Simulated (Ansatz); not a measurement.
Wavefunction ladder for IO, SMILES `[O]I` radical

Z-matrix (Å, degrees):
```
O
I 1 1.867
```

The species carries charge 0 and has multiplicity 2. Correlated methods include outer-core shells of I, which these sets cover unevenly. I: def2 effective core potential. The structure was optimised at the PBE0-D4/def2-TZVP level. Frozen core, unrestricted reference, the Gaussian-basis code of Ansatz.

```tsv
basis	HF (Eh)	MP2 corr.	CCSD corr.	(T)	CCSD(T) total
def2-SVP	-371.35295	-0.26401	-0.29029	-0.00758	-371.65082
def2-TZVPP	-371.47234	-0.68656	-0.67844	-0.01951	-372.17029
def2-QZVPP	-371.47872	-0.87503	-0.84417	-0.02689	-372.34978
```
